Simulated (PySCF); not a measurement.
## Magnetisability: SMILES [BeH-], [BeH]-, charge -1

Molfile (atoms numbered from 1):
```
BeH
     RDKit          3D

  2  1  0  0  0  0  0  0  0  0999 V2000
   -0.4870    0.3494   -0.4267 Be  0  0  0  0  0  1  0  0  0  0  0  0
    0.4898   -0.3481    0.4126 H   0  0  0  0  0  0  0  0  0  0  0  0
  1  2  1  0
M  CHG  1   1  -1
M  RAD  1   1   3
M  END
```

Level of theory: PySCF, GIAO B3LYP/6-31G magnetisability, rotational g tensor and spin-rotation constants, non-relativistic, gas phase. Geometry: PBE0-D3(BJ)/def2-SVP.

For an ion the centre-of-mass motion in the field is neglected. The highest occupied orbital is unbound at this level, so the values depend on the basis.

**Question.** How diamagnetic is it, and how anisotropic?

**Answer.** Isotropic 239 × 10⁻³⁰ J/T², or 14.4 × 10⁻⁶ cm³/mol; principal values -326, 521, 521 × 10⁻³⁰ J/T², anisotropy 846 × 10⁻³⁰ J/T² (root of half the summed squared differences of the principal values). The susceptibility is in cgs units.

**Question.** Split it along the inertial axes a, b, c into diamagnetic and paramagnetic parts about the centre of mass, with the quadrupole moment.

**Answer.** 
| axis | χ (10⁻⁶ cm³/mol) | diamagnetic (10⁻⁶ cm³/mol) | paramagnetic (10⁻⁶ cm³/mol) | summed x² of all electrons (Å²) | quadrupole Θ (D Å) |
| --- | --- | --- | --- | --- | --- |
| a | -19.6 | -19.6 | 0.0 | 5.9 | -8.36 |
| b | 31.4 | -34.7 | 66.1 | 2.3 | +4.18 |
| c | 31.4 | -34.7 | 66.1 | 2.3 | +4.18 |

Anisotropies 2χaa − χbb − χcc = -101.9 and 2χbb − χaa − χcc = +51.0 × 10⁻⁶ cm³/mol. Θ is traceless in Buckingham's convention.

**Question.** And the rotational g tensor?

**Answer.** 
| axis | rotational constant (GHz) | g | nuclear part | electronic part |
| --- | --- | --- | --- | --- |
| b | 259.9285 | -7.1245 | 0.9439 | -8.0684 |
| c | 259.9285 | -7.1245 | 0.9439 | -8.0684 |

Linear; isotopes 9Be, 1H; no vibrational averaging.
